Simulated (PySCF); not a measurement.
# Where the electron goes

Compound: 3,3,3-trifluoropropylamine, C₃H₆F₃N.
Atom-mapped SMILES: `[NH2:1][CH2:2][CH2:3][C:4]([F:5])([F:6])[F:7]` (hydrogens: H8, H9 on N1; H10, H11 on C2; H12, H13 on C3)

Structure used (PBE0-D3(BJ)/def2-SVP), in Å, numbered top down from 1:
```
atom  x, y, z in Å
N1     2.1404    0.1261   -0.0197
C2     0.8169    0.2822    0.5335
C3    -0.3243   -0.2474   -0.3388
C4    -1.6887   -0.0509    0.2629
F5    -2.6523   -0.5150   -0.5394
F6    -1.8084   -0.6850    1.4365
F7    -1.9456    1.2446    0.4864
H8     2.2262    0.6184   -0.9063
H9     2.3458   -0.8530   -0.2068
H10    0.7780   -0.2197    1.5140
H11    0.6403    1.3508    0.7370
H12   -0.3265    0.2566   -1.3182
H13   -0.2026   -1.3262   -0.5253
```

Theory: TDDFT CAM-B3LYP/def2-SVPD, vertical, gas phase, core orbitals frozen in the response (PySCF 2.14.0, density-fitted response routines).

Kohn–Sham orbitals with the atoms that hold most of them (Löwdin shares over 4%, at most four atoms; ? is withheld):

```
orbital  ε (eV)                              atoms
 HOMO-3  -13.20     F5 23%, C2 22%, C3 21%, N1 11%
 HOMO-2  -12.36     C3 25%, F6 12%, F7 12%, C2 12%
 HOMO-1  -11.64   C2 31%, C3 15%, H11 13%, H10 13%
   HOMO   -8.89                                  ?
   LUMO       ?                                  ?
 LUMO+1    1.81     C4 18%, F5 12%, F6 11%, F7 11%
 LUMO+2    2.07  C2 14%, H11 13%, H10 13%, H13 11%
```

**Question.** Which atoms hold the HOMO, and with what shares?

**Answer.** N1 (bonded to C and 2 H) 64%; C2 (bonded to C, N and 2 H) 11%; C3 (bonded to 2 C and 2 H) 8%; H8 (bonded to N) 6%. By element: nitrogen 64%, carbon 19% or more, hydrogen 6% or more.

**Question.** Which atoms hold the LUMO, and with what shares?

**Answer.** C3 (bonded to 2 C and 2 H) 16%; C2 (bonded to C, N and 2 H) 14%; H8 (bonded to N) 11%; H9 (bonded to N) 11%. By element: carbon 30% or more, hydrogen 21% or more.

**Question.** What is the LUMO energy, and the HOMO–LUMO gap?

**Answer.** ε(LUMO) = 1.10 eV; the gap is 9.98 eV (0.3669 hartree).

**Question.** The HOMO–LUMO gap is 9.98 eV. Where does the response calculation put the lowest singlet, and from which orbitals?

**Answer.** S1 is at 6.50 eV (f = 0.025), 3.49 eV below the gap, made of HOMO→LUMO (82%), HOMO→LUMO+1 (14%). 

Next come S2 at 7.84 eV (f 0.013), HOMO→LUMO+3 (82%); S3 at 7.88 eV (f 0.015), HOMO→LUMO+1 (44%), HOMO→LUMO+2 (31%), HOMO→LUMO+4 (12%); S4 at 8.15 eV (f 0.0050), HOMO→LUMO+2 (59%), HOMO→LUMO+1 (18%), HOMO→LUMO+4 (10%); S5 at 9.18 eV (f 0.0002), HOMO→LUMO+5 (71%), HOMO→LUMO+9 (16%).

One conformer stands for the species.

Without π bonds the low states are Rydberg-like; a valence basis with one diffuse set may place them up to an eV too high.
